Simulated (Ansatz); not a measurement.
A geometry relaxed with CAM-B3LYP-D3(BJ)/def2-TZVP run with Ansatz (a program for electronic structure), charge 0, multiplicity 1:

```xyz
12

H      0.4940    -0.4968    -1.2576
C     -1.0963     0.2690     0.7805
H      1.3272    -1.5706    -0.1414
H     -1.5331     0.5752     1.7263
H     -1.5477    -0.0493    -1.5407
C      0.2026    -0.0438     0.8282
B     -1.9861     0.2282    -0.4684
C      2.2709     0.2468    -0.4517
H      0.7413     0.0309     1.7689
C      1.0420    -0.5295    -0.3191
H     -3.1463     0.4790    -0.3832
N      3.2316     0.8609    -0.5418
```

Q: Write the SMILES of this molecule.

A: `B/C=C\CC#N`
